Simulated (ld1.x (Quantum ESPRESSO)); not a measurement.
nickel (Ni): one change to a TM semilocal potential, before and after

ld1.x (Quantum ESPRESSO) 7.5 input, shortened:

```
&input
   title='Ni', zed=28., rel=1, dft='PZ', iswitch=3,
   config='[Ar] 3d8 4s1.5 4p0'
 /
 &inputp
   pseudotype=1, tm=.true., lloc=0,
   nlcc=.false.
 /
3
4P  2  1   0.00   0.00  3.10  3.10  0.0
3D  3  2   8.00   0.00  1.20  1.20  0.0
4S  1  0   1.50   0.00  2.10  2.10  0.0
 &test
   configts(1)='3d8 4s1.5 4p0'
 /
```

All-electron outer shells of the reference configuration (LDA (PZ), scalar-relativistic, ld1.x):

```csv
shell,level (eV),outermost node (bohr),outermost maximum (bohr)
3p,-75.65,0.27,0.65
3d,-13.50,–,0.63
4s,-9.56,0.92,2.15
4p,-4.40,1.00,2.84
```

Change: all radii scaled by about 1.37 (s 2.86, p 4.24, d 1.64 bohr).

Cutoffs: the cutoffs (Ry, on a coarse ladder) from which the occupation-weighted sum of valence levels, in a spherical-Bessel basis at the reference potential, stays within 10 and 1 mRy of its value at 400 Ry; they do not see the model core or the augmentation charge, which bear on the density cutoff. Errors are all-electron minus pseudo energies relative to the spin-unpolarised reference configuration.

Task: How do hardness, ghosts and transferability respond?

Result: The potential gets softer (160 Ry and 300 Ry → 110 Ry and 180 Ry); of the 9 tests that both files solve, the error grows in 3 and shrinks in 2 by more than 15 % and 0.3 meV (median size 9.8 → 54.2 meV); neither file shows a bound ghost. A larger radius leaves more room for a smooth pseudo-wave, so fewer plane waves are needed. A semilocal file is local in each channel, so a ghost entry of none says nothing of the separable form that plane-wave codes build from it.

```csv
quantity,base,changed
"cutoff, loose",160 Ry,110 Ry
"cutoff, tight",300 Ry,180 Ry
loose cutoff by channel (10 mRy a level),"d 140 Ry, s 8 Ry","d 90 Ry, s 6 Ry"
bound ghosts,none,none
"error for 3d8 4s2 4p0, meV [ΔE -3.84 eV]",+0.4,+1.9
"error for 3d8 4s1 4p0, meV [ΔE 5.76 eV]",-0.5,+0.4
"error for 3d8 4s0 4p0, meV [ΔE 23.42 eV]",+1.0,-10
"error for 3d7 4s2 4p1, meV [ΔE 6.81 eV]",-208,-54
"error for 3d9 4s0 4p0, meV [ΔE 2.72 eV]",-164,-63
"error for 3d7 4s0 4p0, meV [ΔE 61.22 eV]",+9.8,-292
"error for 3d8 4s0 4p1, meV [ΔE 11.53 eV]",+9.1,+9.7
"error for 3d8 4s1.5 4p0 (spin-polarised), meV [ΔE -1.06 eV]",+788,+701
"error for 3d8 4s2 4p0 (spin-polarised), meV [ΔE -4.76 eV]",+795,+689
```
